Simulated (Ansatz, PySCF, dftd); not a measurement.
Species: SiH₂Cl, charge 0, doublet. SiH2Cl (SMILES [SiH2]Cl, doublet).
B3LYP-D3(BJ)/def2-TZVP minimum from Ansatz (a first-principles code):
```
Si
H 1 1.4844
H 1 1.4844 2 111.01
Cl 1 2.0680 2 108.33 3 118.83
```
Charge 0, spin multiplicity 2.

Property: enthalpy of formation at 298 K (by atomisation, with ideal-gas terms from PySCF's Hessian at B3LYP-D3(BJ)/def2-TZVP and the atoms' measured values of the G2/97 table; no spin-orbit terms), in kJ/mol. UHF or UKS for unpaired electrons; spin-orbit terms are left out. Cores are frozen in correlated methods. Rows without X2C or -DK are non-relativistic. CBS(X,Y): correlation extrapolated as X^-3, Hartree-Fock from the larger set (Q,5: extrapolated as (X+1)exp(-9√X)). A bracket is a step between two methods taken in the basis named. Functionals run without relativity, which enters their misses. 'core' is core correlation in cc-pwCVTZ (1s frozen past Ne), 'X2C' scalar relativity in cc-pVTZ-DK, both at CCSD(T). For partners of very few electrons the exact lower level stands in for a higher one.

| level | program | enthalpy of formation at 298 K (kJ/mol) | difference against the last row |
|---|---|---|---|
| r2SCAN-D4/def2-TZVPD | Ansatz + dftd4 | 3.1 | -16.5 |
| B3LYP/def2-TZVPD | Ansatz | 33.0 | 13.4 |
| CAM-B3LYP/def2-TZVPD | Ansatz | 27.1 | 7.5 |
| CCSD(T)/CBS(cc-pV(Q+d)Z,cc-pV(5+d)Z) | Ansatz | 15.4 | -4.2 |
| CCSDT(Q)/cc-pV(D+d)Z | Ansatz | 114.1 | 94.5 |
| CCSDT(Q)/cc-pV(T+d)Z | Ansatz | 53.6 | 34.0 |
| CCSD(T)/CBS(cc-pV(Q+d)Z,cc-pV(5+d)Z) + [CCSDT(Q) - CCSD(T)]/cc-pV(D+d)Z + core + X2C | Ansatz | 18.6 | -1.0 |
| CCSD(T)/CBS(cc-pV(Q+d)Z,cc-pV(5+d)Z) + [CCSDT(Q) - CCSD(T)]/cc-pV(T+d)Z + core + X2C | Ansatz | 19.6 | 0.0 |
